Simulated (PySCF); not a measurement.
(Z)-1-chloropent-1-ene (C5H9Cl), SMILES C(/C=C\Cl)CC.

Coordinates come from a PBE0-D3(BJ)/def2-SVP optimisation. One conformer was computed; it need not be the lowest.

All values below come from PBE0-D3(BJ)/def2-SVP (PySCF).

Frequencies are harmonic and unscaled.

```
mode  ν (cm⁻¹)  IR (km/mol)  moving atoms (share of kinetic energy)
----  --------  -----------  --------------------------------------
1           27          0.2                 C 45 %, H 31 %, Cl 24 %
2           88          0.1                 C 47 %, H 43 %, Cl 10 %
3          186          1.2                          C 63 %, H 29 %
4          232          0.5                 C 41 %, H 37 %, Cl 22 %
5          257          0.2                          H 79 %, C 17 %
6          367          0.9                          C 69 %, H 30 %
7          498          0.3                          C 72 %, H 26 %
8          576          0.8                 C 61 %, H 23 %, Cl 17 %
9          729         41.9                          H 74 %, C 25 %
10         751         13.8                          H 85 %, C 12 %
11         781         36.4                 C 61 %, H 22 %, Cl 17 %
12         880          5.4                          H 74 %, C 26 %
13         914          9.3                          H 58 %, C 41 %
14         964          0.5                          H 80 %, C 20 %
15        1023         10.4                          C 55 %, H 44 %
16        1083          1.0                          C 57 %, H 43 %
17        1118          2.0                          C 53 %, H 46 %
18        1123          0.6                          H 59 %, C 41 %
19        1223          1.3                          H 75 %, C 25 %
20        1265          1.3                          H 79 %, C 21 %
21        1279          4.4                          H 77 %, C 23 %
22        1315          0.4                           H 92 %, C 8 %
23        1346         18.3                          H 71 %, C 29 %
24        1386          6.8                          H 69 %, C 31 %
25        1405          4.8                          H 62 %, C 38 %
26        1456          1.6                          H 90 %, C 10 %
27        1466          1.3                                  H 95 %
28        1469          8.5                                  H 97 %
29        1480          7.2                           H 92 %, C 8 %
30        1732         16.8                                  C 94 %
31        3044          7.6                                  H 94 %
32        3050         25.7                                  H 97 %
33        3054         33.8                                  H 94 %
34        3098          6.0                           H 91 %, C 9 %
35        3124          5.8                           H 91 %, C 9 %
36        3142         32.7                           H 91 %, C 9 %
37        3151         21.2                           H 91 %, C 9 %
38        3173          5.3                           H 92 %, C 8 %
39        3240          4.6                           H 91 %, C 9 %
```
